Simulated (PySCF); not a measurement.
# Unknown compound

The spectra below were simulated for a compound C$_{4}$H$_{11}$FOSi$_{2}$.

¹H NMR (300 MHz, computed): δ 5.75 (m, 1H), 4.73 (m, 1H), 4.72 (m, 1H), 3.44 (s, 3H), 3.15 (m, 1H), 2.47 (m, 1H), 1.31 (d, 3H).

¹³C{¹H} NMR (computed): δ 80.8 (CH), 59.9 (CH3), 45.8 (CH), 20.9 (CH3).

- PBE0/pcSseg-1 with gauge-including orbitals
- GFN2-xTB structure
- code: PySCF
- one computed conformer, equivalent nuclei averaged, no relativistic terms, in vacuum

Referencing at the same level of theory: ¹H (σref 31.72) and ¹³C (σref 186.93) against TMS.

Question: Propose a structure and justify it.

Answer: 
Rings plus π bonds: 1 (1 ring in the answer). 4 carbon signals for 4 carbons: no two carbons are equivalent. Carbon types of the structure: 2 × CH, 2 × CH3, leaving 3 H on heteroatoms. δC 80.8: sp3 CH bonded to O and Si; pulled downfield by the heteroatom. δC 59.9: methyl carbon bonded to O; pulled downfield by the heteroatom. δC 20.9: methyl carbon; saturated and bonded to C and H only. δH 5.75: hydrogen on a silicon bonded to C, F, Si, in a 4-membered ring. δH 3.44: hydrogen on a methyl carbon bonded to O; its carbon carries O, an electronegative neighbour. δH 3.15: hydrogen on an sp3 CH bonded to O and Si; its carbon carries O, an electronegative neighbour. δH 1.31: hydrogen on a methyl carbon.

Structure: SMILES CO[C@@H]1[SiH2][Si@H](F)[C@H]1C.

The data come from this structure; uniqueness wasn't tested.

Splittings by ¹⁹F in the carbon and heteronuclear signals aren't shown, as no couplings were computed. Shifts are as computed. Against solution values, carbons near 30 ppm lie about +3 ppm off and those near 130 ppm about +5 ppm. Of 1211 compounds with measured shifts, 218 miss one by over three times the rms of a fit or turn the order of signals round; such compounds aren't used in these exercises. Multiplicities follow the n + 1 count of equivalent neighbours, as no J values were calculated; m marks all less simple cases, F and P coupling included.
